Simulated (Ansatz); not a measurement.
In₁₁P₁₁H₂₈, a nanocrystal cut from wurtzite InP (hydrogen-capped). Total charge 0; triplet. Geometry PBE-D4/def2-SVP, that of the neutral singlet; atoms count from 1.

```xyz
50

In    1.833   -3.837   -2.220
P     0.041   -3.169   -4.081
In    2.589   -2.719    1.461
P     3.767   -0.467    2.162
P     1.081   -2.058   -0.454
In    1.650    0.340   -1.219
In   -1.633   -1.174   -3.851
P    -0.114    0.778   -3.102
In    2.497    1.801    2.598
P     0.997    2.068    0.583
In    1.667    4.497   -0.126
In   -1.713    2.792   -2.854
P    -0.118    4.721   -2.098
P     1.020   -2.897    3.588
In   -1.350   -2.444    0.274
P    -2.874   -1.654   -1.653
In   -0.761   -1.093    4.283
P     0.944    0.892    4.541
P    -1.784   -0.545    2.024
In   -1.439    1.971    1.384
In   -4.685    0.157   -1.001
P    -2.951    2.129   -0.702
H     3.371   -3.361   -2.881
H     1.343   -5.413   -1.665
H     0.679   -3.003   -5.352
H    -0.755   -4.306   -4.434
H     3.715   -4.043    1.467
H     4.667   -0.178    1.086
H     4.757   -0.701    3.172
H     3.297    0.512   -1.773
H    -2.578   -0.898   -5.284
H     0.652    1.088   -4.274
H     3.571    3.008    3.241
H     3.214    4.445   -0.920
H     1.125    5.604    1.103
H    -2.661    3.191   -4.256
H     0.513    5.200   -3.290
H    -0.959    5.858   -1.878
H     1.788   -3.286    4.733
H     0.290   -4.118    3.433
H    -1.677   -4.014    0.965
H    -3.634   -2.830   -1.965
H    -1.607   -1.478    5.746
H     1.708    0.722    5.741
H     0.166    2.012    4.976
H    -3.185   -0.646    2.313
H    -1.818    3.015    2.732
H    -5.615    0.498   -2.432
H    -5.275   -0.254    0.587
H    -3.758    3.283   -0.428
```

In the def2 sets In takes a core potential; there is no spin–orbit coupling. Single mean-field runs in def2-SVP are fitted with def2-universal-jkfit. At PBE0-D4/def2-SVP a singlet of charge 0 lies 4.16 eV below the triplet at the same geometry.

Question: Estimate the Mulliken populations of the heavy atoms from the PBE0/def2-SVP orbitals of Ansatz.

Answer: 
```tsv
atom	charge (e)	spin (α − β)
In1	0.26	0.14
P2	-0.21	0.00
In3	0.32	0.09
P4	-0.22	0.05
P5	-0.38	0.33
In6	0.21	0.33
In7	0.38	0.02
P8	-0.38	0.05
In9	0.32	0.09
P10	-0.38	0.33
In11	0.26	0.14
In12	0.38	0.02
P13	-0.21	0.00
P14	-0.23	0.01
In15	0.37	0.02
P16	-0.38	0.00
In17	0.39	-0.01
P18	-0.23	0.01
P19	-0.37	0.06
In20	0.37	0.02
In21	0.29	0.00
P22	-0.38	0.00
```
Mulliken values depend strongly on the basis.

Question: Where does the spin sit?

Answer: Summed by element: In 0.85, P 0.85, H 0.30, of 2 unpaired in all. Largest on single atoms: In6 0.33, P10 0.33, P5 0.33.

Question: And the Mayer bond orders between heavy atoms (over 0.3)?

Answer: In1–P2 0.61 (2.67 Å); In1–P5 0.57 (2.62 Å); P2–In7 0.68 (2.61 Å); In3–P4 0.66 (2.64 Å); In3–P5 0.85 (2.53 Å); In3–P14 0.65 (2.65 Å); P4–In9 0.66 (2.64 Å); P5–In6 0.51 (2.58 Å); P5–In15 0.75 (2.57 Å); In6–P8 0.66 (2.62 Å); In6–P10 0.51 (2.58 Å); In7–P8 0.76 (2.58 Å); In7–P16 0.78 (2.57 Å); P8–In12 0.76 (2.58 Å); In9–P10 0.85 (2.53 Å); In9–P18 0.65 (2.65 Å); P10–In11 0.57 (2.62 Å); P10–In20 0.75 (2.57 Å); In11–P13 0.61 (2.67 Å); In12–P13 0.68 (2.61 Å); In12–P22 0.78 (2.57 Å); P14–In17 0.68 (2.63 Å); In15–P16 0.79 (2.58 Å); In15–P19 0.66 (2.62 Å); P16–In21 0.65 (2.64 Å); In17–P18 0.69 (2.63 Å); In17–P19 0.85 (2.54 Å); P19–In20 0.66 (2.62 Å); In20–P22 0.79 (2.58 Å); In21–P22 0.65 (2.64 Å).
